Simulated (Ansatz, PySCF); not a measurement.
Isomers of CH3NO: 1 is NC=O, 2 is C=NO; one conformer of each (the lowest of an xTB search), B3LYP-D3(BJ)/def2-TZVP minima.
Isomer 1 (charge 0, multiplicity 1, Z-matrix in Å and degrees):
```
C
O 1 1.2093
N 1 1.3564 2 124.95
H 3 1.0045 1 121.30 2 -179.99
H 3 1.0072 4 119.31 1 -179.97
H 1 1.1056 2 122.74 3 -180.00
```
Isomer 2 (charge 0, multiplicity 1, Z-matrix in Å and degrees):
```
N
C 1 1.2649
H 2 1.0820 1 116.61
H 2 1.0880 3 120.53 1 180.00
O 1 1.3983 2 111.70 3 180.00
H 5 0.9641 1 103.00 2 179.98
```

No zero-point or thermal terms.

Cores are frozen in the correlated methods. CBS(a, b) extrapolates the correlation energy as X⁻³ and adds the Hartree–Fock energy of set b.

Programs: Ansatz (a quantum-chemistry and plane-wave program); PySCF for the dispersion terms. 

PBE/def2-TZVPP gives 50.47 kcal/mol for the electronic energy of isomer 2 less that of isomer 1.

How do the other levels lie against it? Give each less PBE: PBE-D3(BJ)/def2-TZVPP, r2SCAN/def2-TZVPP, PBE0/def2-TZVPP, wB97M-V/def2-TZVPP, B2PLYP/def2-TZVPP, MP2/CBS(cc-pVTZ, cc-pVQZ), CCSD(T)/CBS(cc-pVTZ, cc-pVQZ).

PBE-D3(BJ)/def2-TZVPP 0.06; r2SCAN/def2-TZVPP 2.19; PBE0/def2-TZVPP 2.46; wB97M-V/def2-TZVPP 1.33; B2PLYP/def2-TZVPP 2.16; MP2/CBS(cc-pVTZ, cc-pVQZ) 3.75; CCSD(T)/CBS(cc-pVTZ, cc-pVQZ) 0.32 kcal/mol. 7 of 7 lie above PBE; the widest gap is to MP2/CBS(cc-pVTZ, cc-pVQZ).
